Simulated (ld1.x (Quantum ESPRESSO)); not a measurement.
Reading a pseudo-wave (ruthenium)

Columns: radius, all-electron u(r) and pseudo u(r) of the 4d shell (level -24.13 eV) of ruthenium in the configuration [Kr] 4d6 5s0 5p0; PBEsol, scalar-relativistic, TM semilocal scheme, ld1.x (Quantum ESPRESSO) 7.5.

```tsv
r (bohr)	all-electron	pseudo
0.115	0.2162	-0.0041
0.230	0.4182	-0.0310
0.345	0.3168	-0.0970
0.460	0.0570	-0.2060
0.575	-0.2264	-0.3487
0.690	-0.4682	-0.5055
0.805	-0.6481	-0.6526
0.920	-0.7666	-0.7699
1.035	-0.8328	-0.8461
1.150	-0.8592	-0.8801
1.265	-0.8565	-0.8783
1.380	-0.8339	-0.8513
1.495	-0.7983	-0.8092
1.610	-0.7546	-0.7600
1.725	-0.7065	-0.7084
1.840	-0.6565	-0.6569
1.955	-0.6063	-0.6064
2.070	-0.5572	-0.5572
2.185	-0.5099	-0.5099
2.300	-0.4649	-0.4649
2.415	-0.4225	-0.4225
2.530	-0.3829	-0.3829
2.645	-0.3463	-0.3463
2.760	-0.3124	-0.3124
2.875	-0.2814	-0.2814
2.990	-0.2530	-0.2530
```

**Question.** How many radial nodes do the two functions have?

**Answer.** The all-electron 4d function has n − l − 1 = 1; the pseudo-wave has 0, since the states of the same l below it are removed with the core.

**Question.** At about which radius was the pseudo-wave matched?

**Answer.** 2.10 bohr. The columns agree to 0.0005 from 1.84 bohr on; several derivatives are matched, so the curves merge somewhat inside the radius.

**Question.** Where does each function peak?

**Answer.** Outermost all-electron maximum near 1.15 bohr, pseudo maximum near 1.15 bohr (to the table’s step).

**Question.** Is the pseudo-wave norm-conserving?

**Answer.** Yes: the TM semilocal scheme keeps the norm inside the radius equal to the all-electron one, which fixes the energy derivative of the logarithmic derivative at the level.
